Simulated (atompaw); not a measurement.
# What one change does to a pseudopotential (iridium, PAW (atompaw))

- Element: iridium (Ir)
- Generator: atompaw 4.2.0.5
- Type: PAW
- Functional: PBE
- Relativity: scalar-relativistic
- Frozen core: [Xe] 4f14
- Valence charge: 9
- Reference configuration: 5d7 6s2 6p0
- Partial waves: 6s (bound): rc 2.85 bohr; 6s channel at 2.25 Ry: rc 2.85 bohr; 6p (bound, empty): rc 3.00 bohr; 6p channel at 3 Ry: rc 3.00 bohr; 5d (bound): rc 3.00 bohr; 5d channel at 2.05 Ry: rc 1.80 bohr
- Local potential: bessel scheme, radius 2.05 bohr
- Core correction: smooth core density matched at 1.85 bohr
- Augmentation charge: sinc compensation charge, radius 2.55 bohr; PAW radius 3.00 bohr; waves and projectors: custom polynom2 7 10 vanderbiltortho

Change: all radii scaled by about 0.74 (s 2.12, p 2.22, d 2.22 bohr); local potential bessel scheme, radius 1.52 bohr; augmentation sinc compensation charge, radius 1.90 bohr; PAW radius 2.22 bohr; waves and projectors: custom polynom2 7 10 vanderbiltortho; core correction smooth core density matched at 1.38 bohr.

Cutoffs: the cutoffs (Ry, on a coarse ladder) from which the occupation-weighted sum of valence levels, in a spherical-Bessel basis at the reference potential, stays within 10 and 1 mRy of its value at 400 Ry; they do not see the model core or the augmentation charge, which bear on the density cutoff.

Task: What does the change do?

Result: The potential gets neither clearly harder nor softer (21 Ry and 50 Ry → 18 Ry and 55 Ry); a bound ghost appears in p, s, which as a rule spoils a file.

```csv
quantity,base,changed
"cutoff, loose",21 Ry,18 Ry
"cutoff, tight",50 Ry,55 Ry
loose cutoff by channel (10 mRy a level),"s 6 Ry, d 10 Ry","s 8 Ry, d 15 Ry"
bound ghosts,none,"s, p"
lowest overlap eigenvalue by channel,"s 0.79, p 0.86, d 1.00","s 0.11, p 0.40, d 0.77"
```

 A true bound ghost makes a file unfit for plane-wave use even where its test errors are small: the radial tests pick states by their node count and pass the ghost by. The cutoffs see the waves, projectors and local potential, not the compensation charge or the core.
